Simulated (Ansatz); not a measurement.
Born–Oppenheimer molecular dynamics of BClH4OS (8 atoms, charge 0, multiplicity 1). It starts at the highest image of a converged band. Of that band: Neighbouring images differ by up to 1.5 eV, so the band resolves the path poorly. A vibrational analysis at the climbing image gives one clearly imaginary mode, 1114i cm⁻¹: a first-order saddle point.

The calculation used RKS B3LYP-D4/6-31G* (Ansatz 0.2.0).

```
ensemble                      : NVE (velocity Verlet)
time step                     : 0.5 fs
steps asked                   : 200
starting velocities drawn for : 100 K
seed                          : 5459
```

First frame:

```xyz
8
Properties=species:S:1:pos:R:3
B -0.042 0.263 0.036
H -0.196 -0.211 1.256
O 1.224 0.038 -0.469
H 1.362 -0.899 -0.672
Cl -1.557 -0.266 -0.836
S -0.061 2.269 0.547
H -1.405 2.399 0.564
H -0.159 0.865 1.368
```

(1) How far do the bonds stretch over the last three quarters of this one trajectory? (Pairs bonded in most of those frames.)

Answers

(1) 
| bond | mean (Å) | spread (Å) | shortest | longest |
| --- | --- | --- | --- | --- |
| B1–H2 | 1.196 | 0.015 | 1.17 | 1.22 |
| B1–O3 | 1.361 | 0.025 | 1.32 | 1.41 |
| B1–Cl5 | 1.809 | 0.061 | 1.70 | 1.90 |
| O3–H4 | 0.976 | 0.010 | 0.96 | 1.00 |
| S6–H7 | 1.356 | 0.012 | 1.33 | 1.38 |
| S6–H8 | 1.371 | 0.032 | 1.32 | 1.43 |

Pairs bonded in part of these frames only: B1–S6 11 %.

Mean temperature of the second half: 1656 K. The conserved energy stayed within 0.067 meV per atom of its start (net change -0.037 meV per atom), so the integration is sound. The kinetic energy rose, since the run started high on the potential surface and went downhill. It ends in pieces (BClH2O + H2S), so much of that is their flight and rotation, not heat. A run of 0.1 ps of so small a system gives no equilibrium averages. The orbitals stay closed-shell, which can raise the energy where a bond breaks towards radicals; this wasn't checked here.

The run took 10 min on 1 thread of Intel(R) Xeon(R) Platinum 8488C (Sapphire Rapids) (shared host), peak memory 0.18 GiB.
